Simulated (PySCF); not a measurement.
# Interval between two levels of Mo by level of theory

Mo [Kr] 4d5 5s1 [7S3, M_J = 3] → Mo [Kr] 4d5 5p1 [7P4, M_J = 4], as a difference of total energies. All numbers are calculated (PySCF 2.14, the two-component X2C-1e Hamiltonian, in x2c-TZVPall-2c (8s9p7d1f, 77 functions)). Correlated levels: [Ar] 3d10 frozen; the 6 highest virtual spinors dropped. "Screened" scales the spin-orbit matrix elements by Boettger's factors to mimic the two-electron term; Breit and QED terms are absent.

```csv
method,interval between two levels (cm⁻¹)
GHF (spin-free),23564
GMP2 (spin-free),26691
GHF (screened spin-orbit),23784
GMP2 (screened spin-orbit),26959
```

The labels give the starting determinants; with spin-orbit coupling the two ends relaxed to ⟨J²⟩ = 12.00, ⟨L²⟩ = 0.01, ⟨S²⟩ = 12.00 and ⟨J²⟩ = 20.04, ⟨L²⟩ = 2.05, ⟨S²⟩ = 12.00.
